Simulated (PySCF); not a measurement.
**Atomic charges by several schemes**

Species: C₇H₁₂BP.
Numbering: `[BH3-:1][P@H+:2]1[CH:3]=[CH:4][C@@H:5]([CH:6]=[CH2:7])[CH:8]=[CH:9]1` (hydrogens: H10, H11, H12 on B1; H13 on P2; H14 on C3; H15 on C4; H16 on C5; H17 on C6; H18, H19 on C7; H20 on C8; H21 on C9)

Structure used (PBE0-D3(BJ)/def2-SVP), in Å, numbered top down from 1:
```xyz
21
C7H12BP angstrom
B      3.040   -0.555   -0.426
P      1.673    0.780   -0.575
C      0.244    0.357   -1.582
C     -0.979    0.188   -1.067
C     -1.380    0.348    0.373
C     -1.683   -1.015    0.959
C     -2.878   -1.400    1.407
C     -0.384    1.052    1.251
C      0.897    1.305    0.961
H      3.413   -0.735   -1.577
H      2.461   -1.509    0.075
H      3.883   -0.040    0.295
H      2.130    1.998   -1.147
H      0.426    0.169   -2.645
H     -1.787   -0.140   -1.731
H     -2.321    0.927    0.398
H     -0.828   -1.701    0.996
H     -3.030   -2.401    1.819
H     -3.745   -0.733    1.378
H     -0.767    1.341    2.236
H      1.544    1.790    1.699
```

Density: PBE0/pcSseg-1 (PySCF); schemes: Mulliken, IAO, Hirshfeld and ESP-fitted. Geometry: PBE0-D3(BJ)/def2-SVP, one conformer, isolated molecule.

Task: Which atoms carry the highest charge in the Mulliken, IAO, Hirshfeld and ESP-fitted schemes?

Result: All schemes agree: Mulliken P2 (+0.488); IAO P2 (+0.929); Hirshfeld P2 (+0.342); ESP-fitted P2 (+0.580).

Task: For which atoms does the sign change between the 4 schemes (beyond +0.03 e in one, beyond −0.03 e in another)?

Result: C5. Atomic charges aren't observables, and each scheme defines them in its own way.

Task: At which atom do the 4 schemes differ most?

Result: At C5: from -0.336 (Mulliken) to +0.389 e (ESP-fitted), 0.725 e apart.

Task: What partial charge does each atom carry?

Result: In e:

| atom | environment | Mulliken | IAO | Hirshfeld | ESP-fitted |
| --- | --- | --- | --- | --- | --- |
| B1 | four-coordinate boron | -0.184 | -0.654 | -0.160 | -0.276 |
| P2 | phosphorus bonded to B, 2 C and H | +0.488 | +0.929 | +0.342 | +0.580 |
| C3 | alkene CH carbon | -0.358 | -0.382 | -0.090 | -0.348 |
| C4 | alkene CH carbon | -0.009 | -0.108 | -0.019 | -0.265 |
| C5 | allylic carbon | -0.336 | -0.129 | -0.023 | +0.389 |
| C6 | alkene CH carbon | -0.146 | -0.128 | -0.033 | -0.191 |
| C7 | terminal =CH2 carbon | -0.151 | -0.308 | -0.094 | -0.480 |
| C8 | alkene CH carbon | -0.008 | -0.108 | -0.019 | -0.256 |
| C9 | alkene CH carbon | -0.359 | -0.382 | -0.090 | -0.350 |
| H10 | B–H hydrogen | -0.033 | +0.008 | -0.085 | -0.071 |
| H11 | B–H hydrogen | -0.034 | +0.007 | -0.087 | -0.051 |
| H12 | B–H hydrogen | -0.034 | +0.008 | -0.085 | -0.072 |
| H13 | P–H hydrogen | +0.086 | -0.023 | +0.011 | +0.006 |
| H14 | vinylic hydrogen | +0.150 | +0.172 | +0.061 | +0.207 |
| H15 | vinylic hydrogen | +0.123 | +0.158 | +0.055 | +0.173 |
| H16 | methine hydrogen | +0.146 | +0.154 | +0.052 | +0.035 |
| H17 | vinylic hydrogen | +0.136 | +0.155 | +0.048 | +0.187 |
| H18 | vinylic hydrogen | +0.133 | +0.158 | +0.054 | +0.209 |
| H19 | vinylic hydrogen | +0.119 | +0.143 | +0.047 | +0.194 |
| H20 | vinylic hydrogen | +0.123 | +0.158 | +0.055 | +0.171 |
| H21 | vinylic hydrogen | +0.150 | +0.172 | +0.061 | +0.207 |

Mean size of the charges over all atoms: ESP-fitted 0.225 e, IAO 0.212 e, Mulliken 0.157 e, Hirshfeld 0.075 e. Each set sums to the total charge, 0, to within 0.001 e. The ESP scheme is a least-squares fit of atom-centred charges to the potential on four shells outside the van der Waals surface, with the total charge fixed. The Mulliken scheme gives each basis function's population to the atom it is centred on and halves the overlap population of two atoms between them.

Task: Sum the charges by element, for elements with more than one atom.

Result: 
| element | atoms | Mulliken | IAO | Hirshfeld | ESP-fitted |
| --- | --- | --- | --- | --- | --- |
| C | 7 | -1.367 | -1.544 | -0.369 | -1.500 |
| H | 12 | +1.064 | +1.270 | +0.186 | +1.196 |

Task: How many electrons does the ESP-fitted scheme count on C8?

Result: Z − q = 6 − (-0.256) = 6.256.
